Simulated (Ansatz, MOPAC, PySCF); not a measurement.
Dimer: HBr (SMILES Br) (first 2 atoms) with CH6Si (SMILES C[SiH3]); geometry from B3LYP-D3(BJ)/def2-TZVP.
(charge 0, multiplicity 1):
```xyz
10

Br    -1.42925     0.06059    -0.17130
H     -0.30333    -0.16620     0.68133
C     -0.97074     0.46319     3.74656
Si     0.79603    -0.09776     3.48507
H     -1.15391     0.67411     4.80177
H     -1.67625    -0.30485     3.42568
H     -1.18144     1.36957     3.17678
H      1.76160     0.94853     3.89566
H      1.03793    -0.38443     2.04281
H      1.08487    -1.34166     4.23666
```

Counterpoise-corrected where a basis set is named; no monomer relaxation. Rows marked so take none.

Rows in 6-31G* carry no dispersion term and start afresh at each structure (6-31G* with six Cartesian d functions); the Pople sets are all-electron and without relativity. The state reached by PM7 isn't checked; PM7 holds dispersion and hydrogen-bond terms.

Codes used: Ansatz (Gaussian basis) for Hartree–Fock, density functionals and correlated methods; MOPAC for PM7 (differences of heats of formation); PySCF for 6-31G* rows, the dispersion terms. Each number belongs to the level named beside it.

Question: What is the computed interaction energy (M06-2X/6-31G* (no counterpoise))?

Answer: -71 meV

Question: Predict the interaction energy from CAM-B3LYP-D4/def2-TZVPPD.

Answer: -77 meV

Question: What is the computed interaction energy (PM7)?

Answer: -14 meV

Ansatz is an electronic-structure program.
